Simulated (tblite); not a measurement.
Species: C6H10O.
Bonds: C1–C2 (double), C2–C3, C3–C4 (double), C3–O5, O5–C6, C6–C7. Hydrogens: H8, H9 on C1; H10 on C2; H11, H12 on C4; H13, H14 on C6; H15, H16, H17 on C7.

Computed with GFN2-xTB (tblite), gas phase: Langevin dynamics at 600 K from the optimised GFN2-xTB geometry, time step 0.5 fs, friction 0.01 fs⁻¹, 2000 steps. The instantaneous temperature is 2·E(kin)/(3Nk) with all 3N coordinates.

| t (fs) | T (K) | E(pot) above start (eV) | C1=C2 (Å) | C2–C3 (Å) | C3=C4 (Å) | C3–O5 (Å) | O5–C6 (Å) | C1–H8 (Å) | C1–C2–C3–C4 (°) |
| --- | --- | --- | --- | --- | --- | --- | --- | --- | --- |
| 0 | 518 | 0.000 | 1.326 | 1.462 | 1.337 | 1.361 | 1.411 | 1.076 | 180 |
| 25 | 397 | 0.650 | 1.340 | 1.513 | 1.325 | 1.407 | 1.411 | 1.052 | 180 |
| 50 | 503 | 0.732 | 1.304 | 1.469 | 1.351 | 1.307 | 1.420 | 1.094 | 178 |
| 75 | 504 | 0.792 | 1.309 | 1.483 | 1.368 | 1.344 | 1.460 | 1.115 | -170 |
| 100 | 511 | 0.798 | 1.339 | 1.476 | 1.360 | 1.321 | 1.472 | 1.062 | -153 |
| 125 | 482 | 1.104 | 1.320 | 1.477 | 1.320 | 1.334 | 1.391 | 1.070 | -153 |
| 150 | 450 | 1.547 | 1.299 | 1.507 | 1.373 | 1.450 | 1.479 | 1.135 | -146 |
| 175 | 704 | 1.269 | 1.301 | 1.431 | 1.308 | 1.338 | 1.433 | 1.085 | -134 |
| 200 | 816 | 1.330 | 1.328 | 1.507 | 1.299 | 1.389 | 1.450 | 1.048 | -150 |
| 225 | 467 | 1.425 | 1.345 | 1.494 | 1.331 | 1.396 | 1.409 | 1.099 | -156 |
| 250 | 423 | 1.244 | 1.322 | 1.524 | 1.351 | 1.363 | 1.384 | 1.064 | -173 |
| 275 | 436 | 1.366 | 1.294 | 1.473 | 1.379 | 1.345 | 1.434 | 1.068 | -169 |
| 300 | 411 | 1.583 | 1.290 | 1.509 | 1.332 | 1.337 | 1.433 | 1.110 | 170 |
| 325 | 515 | 1.428 | 1.341 | 1.501 | 1.310 | 1.373 | 1.423 | 1.060 | 166 |
| 350 | 509 | 1.193 | 1.299 | 1.504 | 1.301 | 1.357 | 1.416 | 1.031 | 165 |
| 375 | 558 | 1.038 | 1.287 | 1.502 | 1.313 | 1.364 | 1.387 | 1.124 | 164 |
| 400 | 588 | 0.874 | 1.356 | 1.465 | 1.380 | 1.376 | 1.415 | 1.108 | 178 |
| 425 | 600 | 0.946 | 1.346 | 1.437 | 1.323 | 1.397 | 1.402 | 1.080 | -162 |
| 450 | 514 | 1.067 | 1.322 | 1.454 | 1.293 | 1.412 | 1.440 | 1.072 | -146 |
| 475 | 623 | 0.868 | 1.344 | 1.477 | 1.372 | 1.406 | 1.396 | 1.071 | -135 |
| 500 | 596 | 1.057 | 1.331 | 1.431 | 1.395 | 1.353 | 1.357 | 1.074 | -131 |
| 525 | 582 | 1.123 | 1.312 | 1.503 | 1.342 | 1.415 | 1.464 | 1.061 | -119 |
| 550 | 557 | 0.944 | 1.305 | 1.527 | 1.294 | 1.343 | 1.459 | 1.069 | -113 |
| 575 | 365 | 1.292 | 1.354 | 1.554 | 1.332 | 1.309 | 1.490 | 1.080 | -107 |
| 600 | 326 | 1.072 | 1.340 | 1.501 | 1.342 | 1.355 | 1.424 | 1.063 | -150 |
| 625 | 572 | 0.751 | 1.385 | 1.524 | 1.349 | 1.381 | 1.371 | 1.100 | -159 |
| 650 | 452 | 1.065 | 1.338 | 1.504 | 1.324 | 1.341 | 1.390 | 1.071 | -153 |
| 675 | 359 | 0.982 | 1.321 | 1.424 | 1.334 | 1.388 | 1.485 | 1.063 | -163 |
| 700 | 472 | 0.836 | 1.338 | 1.461 | 1.362 | 1.346 | 1.421 | 1.087 | 167 |
| 725 | 458 | 0.980 | 1.357 | 1.438 | 1.395 | 1.397 | 1.426 | 1.123 | 165 |
| 750 | 529 | 0.974 | 1.331 | 1.468 | 1.362 | 1.388 | 1.432 | 1.049 | -176 |
| 775 | 660 | 0.881 | 1.296 | 1.504 | 1.311 | 1.285 | 1.394 | 1.041 | -165 |
| 800 | 740 | 1.018 | 1.321 | 1.496 | 1.321 | 1.306 | 1.416 | 1.152 | -150 |
| 825 | 571 | 1.151 | 1.389 | 1.473 | 1.333 | 1.409 | 1.457 | 1.157 | -147 |
| 850 | 484 | 1.321 | 1.361 | 1.507 | 1.375 | 1.348 | 1.380 | 1.012 | -146 |
| 875 | 654 | 1.132 | 1.317 | 1.554 | 1.335 | 1.351 | 1.413 | 1.089 | -147 |
| 900 | 803 | 1.173 | 1.318 | 1.497 | 1.285 | 1.392 | 1.492 | 1.191 | -146 |
| 925 | 695 | 1.086 | 1.351 | 1.486 | 1.343 | 1.437 | 1.408 | 1.142 | -148 |
| 950 | 695 | 1.166 | 1.350 | 1.438 | 1.326 | 1.347 | 1.415 | 1.009 | -172 |
| 975 | 738 | 1.197 | 1.353 | 1.437 | 1.358 | 1.335 | 1.377 | 1.115 | 169 |
| 1000 | 376 | 1.556 | 1.268 | 1.497 | 1.350 | 1.348 | 1.457 | 1.140 | 178 |

**Question.** From 500 fs on, how do temperature and potential energy compare with equipartition?

**Answer.** The mean temperature of these 21 frames is 556 K against the target 600 K, and the mean potential energy 1.08 eV against 45 × kT/2 = 1.16 eV for 45 classical harmonic modes. For 17 atoms in a canonical ensemble the temperature itself scatters by T·√(2/(3N)) = 119 K; here its standard deviation is 135 K. The whole run lasts only 10 friction times of 100 fs, so these averages carry a wide statistical error.

**Question.** What are the kinetic and total energies of the listed frame with the highest potential energy?

**Answer.** The one at 300 fs, 1.583 eV above the start. Its kinetic energy is 3NkT/2 = 0.903 eV at 411 K, so the sum is 2.49 eV; over the listed frames the sum runs from 1.14 to 3.12 eV, since the thermostat adds and removes energy.

**Question.** How much do the listed bonds fluctuate from 500 fs on?

**Answer.** 
```
 bond  at the start (Å)  mean (Å)  standard deviation (Å)
C1=C2             1.326     1.335                   0.028
C2–C3             1.462     1.487                   0.037
C3=C4             1.337     1.341                   0.027
C3–O5             1.361     1.361                   0.037
O5–C6             1.411     1.425                   0.039
C1–H8             1.076     1.090                   0.047
```

The motion is classical and holds no zero-point motion.

The cost below is that of the whole dynamics run. The run took 9.2 s of wall time on one thread of an Arm Neoverse V2, no GPU, shared host, and the process peaked at 0.18 GiB of memory.
